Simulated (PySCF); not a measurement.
A drawing and its optimised geometry.

C5H5AlO2. Drawn bonds (atoms numbered from 1): O1=C2, C2–C3, C3–C4, C4–C5, C5–Al6, C4–C7, C7=O8, C2–C7, C3–H9, C5–H10, C5–H11, Al6–H12, Al6–H13.

Geometry after optimisation with GFN2-xTB (Å):

```
atom  x, y, z in Å
O1    -3.258    0.734   -0.237
C2    -2.153    0.295   -0.168
C3    -1.298   -0.717   -0.762
C4    -0.313   -0.764    0.252
C5     0.950   -1.178    0.564
Al6    1.520    1.042   -0.042
C7    -0.868    0.548    0.543
O8    -0.067    1.545    0.621
H9    -1.230   -1.009   -1.795
H10    1.291   -0.945    1.575
H11    1.320   -2.116    0.174
H12    1.414    1.098   -1.584
H13    2.688    1.466    0.840
```

Here a drawn bond counts as lost beyond 1.3 times the sum of covalent radii plus 0.1 Å; another pair counts as a new contact within 1.08 times that sum, or 1.2 times among H, C, N, O, F, S and Cl. Covalent radii used (Å): Al 1.21, C 0.73, H 0.31, O 0.66.

Question: Which drawn bonds no longer describe this geometry, and which new contacts appear?

Answer: No drawn bond is lost. New contacts: Al6–O8 (1.79 Å; radii sum 1.87 Å). The tight-binding optimisation can itself be at fault, so a check at a higher level is due before the drawing is dismissed.

Question: How long is each drawn bond in this geometry?

Answer: 
```json
{"drawn bond": "O1–C2", "length (Å)": "1.191", "over radii sum": "0.86"}
{"drawn bond": "C2–C3", "length (Å)": "1.452", "over radii sum": "0.99"}
{"drawn bond": "C3–C4", "length (Å)": "1.415", "over radii sum": "0.97"}
{"drawn bond": "C4–C5", "length (Å)": "1.366", "over radii sum": "0.94"}
{"drawn bond": "C5–Al6", "length (Å)": "2.371", "over radii sum": "1.22"}
{"drawn bond": "C4–C7", "length (Å)": "1.454", "over radii sum": "1.00"}
{"drawn bond": "C7–O8", "length (Å)": "1.282", "over radii sum": "0.92"}
{"drawn bond": "C2–C7", "length (Å)": "1.491", "over radii sum": "1.02"}
{"drawn bond": "C3–H9", "length (Å)": "1.075", "over radii sum": "1.03"}
{"drawn bond": "C5–H10", "length (Å)": "1.092", "over radii sum": "1.05"}
{"drawn bond": "C5–H11", "length (Å)": "1.081", "over radii sum": "1.04"}
{"drawn bond": "Al6–H12", "length (Å)": "1.547", "over radii sum": "1.02"}
{"drawn bond": "Al6–H13", "length (Å)": "1.524", "over radii sum": "1.00"}
```

These are computed values.
